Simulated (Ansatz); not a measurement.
Consider the isomerisation: `CS[BH][GeH3]` → `BS[CH2][GeH3]`.

Isolated molecules relaxed with PBE0-D4/def2-TZVP in Ansatz; ΔE leaves out vibrations. CCSD(T)/CBS adds triple-zeta CCSD(T) − MP2 to the extrapolated MP2 energy (def2 sets, frozen cores). DFT in def2-TZVPP. For Ge outer-core shells are correlated without core-valence functions, which leaves a few kJ/mol of doubt a bond. Scalar relativity is left out up to krypton. Each species was taken in one conformer, which may not be the lowest.

| level | ΔE (kJ/mol) |
| --- | --- |
| r2SCAN | 22.0 |
| PBE0 | 24.0 |
| MP2/def2-TZVPP | 11.4 |
| CCSD(T)/def2-TZVPP | 15.5 |

What does CCSD(T)/CBS give? (Best estimate.)

Ansatz gave: +16.4 kJ/mol. The listed levels differ from it by 5.6, 7.6, -5.0, -0.9 kJ/mol.

Largest T1 diagnostic among the species: 0.014.

The D4 term adds −3.5 kJ/mol with B3LYP and −1.8 kJ/mol with PBE0; it sums over pairs of atoms, weighted by their polarisabilities, and B3LYP, whose exchange is more repulsive, gets the larger term.

B3LYP here is the variant with VWN-RPA as its local correlation; programs differ in this.
